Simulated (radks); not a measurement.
Results of a calculation; reference values are marked as such.
Question: The mean radii <r> (bohr) of the occupied orbitals of an atom or ion are listed with their occupations. Code: a radial shooting solver on a logarithmic mesh with Libxc functionals. Model: Dirac Kohn-Sham, LDA (Slater exchange, Perdew-Wang correlation), spin-unpolarised, spherical densities, finite nucleus; Fermi nuclear charge, rms radius of each element as measured or else 0.836 A^(1/3) + 0.57 fm.

orbital  occ.      <r>
1s1/2       2  0.01633
2s1/2       2  0.06812
2p1/2       2  0.05591
2p3/2       4  0.06470
3s1/2       2   0.1772
3p1/2       2   0.1675
3p3/2       4   0.1836
3d3/2       4   0.1595
3d5/2       6   0.1644
4s1/2       2   0.3918
4p1/2       2   0.3932
4p3/2       4   0.4278
4d3/2       4   0.4336
4d5/2       6   0.4447
5s1/2       2   0.8770
4f5/2       6   0.4645
4f7/2       8   0.4710
5p1/2       2   0.9398
5p3/2       4    1.034
5d3/2       4    1.317
5d5/2       6    1.362

Name the element and its charge. Open shells, if any, are shared by 2j + 1.

Answer: Z = 81, thallium, charge +3: Tl3+ in [Xe] 4f14 5d10. The 1s radius gives Z: for a bare nucleus <r> = (2 gamma + 1)/(2Z) with gamma = sqrt(1 - (Z/c)^2), 0.01613 bohr for Z = 81, and screening makes it slightly larger (0.01633 here). The occupations add up to 78, and the charge is Z minus that.
